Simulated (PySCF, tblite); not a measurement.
Isomers of C5H3OPS, one GFN2-xTB conformer each. Single-point energies are computed at PBE0/pcSseg-1 (PySCF, gas phase, no added dispersion term), electronic only.

| SMILES | GFN2-xTB relative energy (kcal/mol) |
| --- | --- |
| O=C=Pc1cccs1 | 1.3 |
| O=C=Pc1ccsc1 | 0.0 |

Conformers: `[O:1]=[C:2]=[P:3][c:4]1[cH:5][cH:6][cH:7][s:8]1` with C2–P3–C4–C5 180°; `[O:1]=[C:2]=[P:3][c:4]1[cH:5][cH:6][s:7][cH:8]1` with C2–P3–C4–C5 1°.

Q: What does PBE0/pcSseg-1 give for the same structures?

A: 
| SMILES | PBE0/pcSseg-1 E (Eh) | PBE0/pcSseg-1 (kcal/mol) | GFN2-xTB (kcal/mol) | point group |
| --- | --- | --- | --- | --- |
| O=C=Pc1ccsc1 | -1006.42612 | 0.0 | 0.0 | Cs |
| O=C=Pc1cccs1 | -1006.42562 | 0.3 | 1.3 | Cs |

Both levels put the same isomer lowest. Neighbours under 2.5 kcal/mol apart (O=C=Pc1ccsc1 and O=C=Pc1cccs1) can change places with a better method, another conformer or zero-point energy.

Q: Which frontier levels, dipoles and rotational constants go with these structures?

A: 
```json
{"SMILES": "O=C=Pc1ccsc1", "HOMO (eV, PBE0/pcSseg-1)": "-6.33", "LUMO (eV)": "-2.12", "dipole (D)": "1.37", "A, B, C (MHz)": "4091, 847.4, 702.0"}
{"SMILES": "O=C=Pc1cccs1", "HOMO (eV, PBE0/pcSseg-1)": "-6.22", "LUMO (eV)": "-2.24", "dipole (D)": "1.84", "A, B, C (MHz)": "3275, 1085, 815.2"}
```

Q: What happens when harmonic zero-point energies from GFN2-xTB frequencies are added?

A: 
```tsv
SMILES	ZPE (kcal/mol)	electronic (kcal/mol)	with ZPE (kcal/mol)
O=C=Pc1ccsc1	40.2	0.0	0.0
O=C=Pc1cccs1	40.1	0.3	0.3
```

The zero-point energies span 0.1 kcal/mol. The order is unchanged.
